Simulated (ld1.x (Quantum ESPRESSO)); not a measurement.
Logarithmic derivatives: Mn (Z = 25), TM

ld1.x (Quantum ESPRESSO) 7.5 input, shortened:

```
&input
   title='Mn', zed=25., rel=0, dft='PW91', iswitch=3,
   config='[Ar] 3d5 4s1 4p1'
 /
 &inputp
   pseudotype=2, tm=.true., lloc=0,
   nlcc=.false.
 /
3
4P  2  1   1.00   0.00  3.35  3.35  0.0
3D  3  2   5.00   0.00  1.25  1.25  0.0
4S  1  0   1.00   0.00  2.45  2.45  0.0
 &test
   configts(1)='3d5 4s1 4p1'
 /
```

The phase is arctan(r·u′/u) with u = r·R(r), unwrapped; energies in Ry, scanned from -3 to 5 Ry. A pole is an energy at which the radial function vanishes at the test radius. The pseudo phase is shifted by a multiple of π to meet the all-electron one at the reference energy, and phase errors are pseudo minus all-electron; the curves can meet again beyond the range given. Levels narrower than the energy grid can be missing from the lists of poles.

For each channel, where are the poles, and over which energies does the pseudopotential scatter like the atom?

| channel | radius (bohr) | reference energy (Ry) | poles, all-electron | poles, pseudo | unbroken range about the reference energy with phases within 0.05 rad | phase error 1 Ry above the reference energy (rad) |
| --- | --- | --- | --- | --- | --- | --- |
| s | 3.67 | -0.44 | 0.03, 3.70 | 0.03, 3.23 | below 1.1 | -0.007 |
| p | 3.67 | -0.16 | 0.64, 4.37 | 0.63, 4.47 | below 1.9 | -0.003 |
| d | 3.67 | -0.63 | -0.61, 1.76 | -0.61, 2.08 | below 0.2 | +0.108 |

Phases in the d channel:

| E (Ry) | all-electron | pseudo |
| --- | --- | --- |
| -3.00 | 1.414 | 1.414 |
| -2.76 | 1.407 | 1.407 |
| -2.52 | 1.399 | 1.399 |
| -2.28 | 1.391 | 1.391 |
| -2.04 | 1.380 | 1.380 |
| -1.80 | 1.368 | 1.368 |
| -1.56 | 1.352 | 1.353 |
| -1.32 | 1.332 | 1.333 |
| -1.08 | 1.302 | 1.303 |
| -0.84 | 1.241 | 1.242 |
| -0.60 | -1.624 | -1.623 |
| -0.36 | -1.877 | -1.872 |
| -0.12 | -1.976 | -1.965 |
| 0.12 | -2.133 | -2.103 |
| 0.36 | -2.495 | -2.392 |
| 0.60 | -3.404 | -3.111 |
| 0.84 | -4.167 | -3.975 |
| 1.08 | -4.453 | -4.349 |
| 1.32 | -4.585 | -4.513 |
| 1.56 | -4.664 | -4.603 |
| 1.80 | -4.721 | -4.662 |
| 2.04 | -4.770 | -4.707 |
| 2.28 | -4.818 | -4.744 |
| 2.52 | -4.875 | -4.778 |
| 2.76 | -4.956 | -4.813 |
| 3.00 | -5.102 | -4.852 |
| 3.24 | -5.478 | -4.902 |
| 3.48 | -6.597 | -4.973 |
| 3.72 | -7.340 | -5.095 |
| 3.96 | -7.569 | -5.358 |
| 4.20 | -7.672 | -6.091 |
| 4.44 | -7.731 | -7.051 |
| 4.68 | -7.771 | -7.428 |
| 4.92 | -7.800 | -7.581 |
